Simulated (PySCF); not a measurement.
**Correlation energy of B (boron, neutral)**

[He] 2s1 2p2, high-spin 4P determinant (an excited configuration). Computed with PySCF 2.14 in dyall-acv3z (15s9p4d2f, 76 functions), with scalar relativity by spin-free X2C-1e. Frozen: nothing; 5 electrons correlated; the 5 highest virtual orbitals of each spin left out.

| level | correlation energy (mhartree) |
| --- | --- |
| CCSD | -63.62 |
| (T) | -0.20 |
| CCSD(T) | -63.82 |

Diagnostics: T1 = 0.0031, D1 = 0.0058, largest double amplitude 0.034.

Is a single reference adequate?

Yes: T1 lies below 0.03 and no double amplitude reaches 0.07.
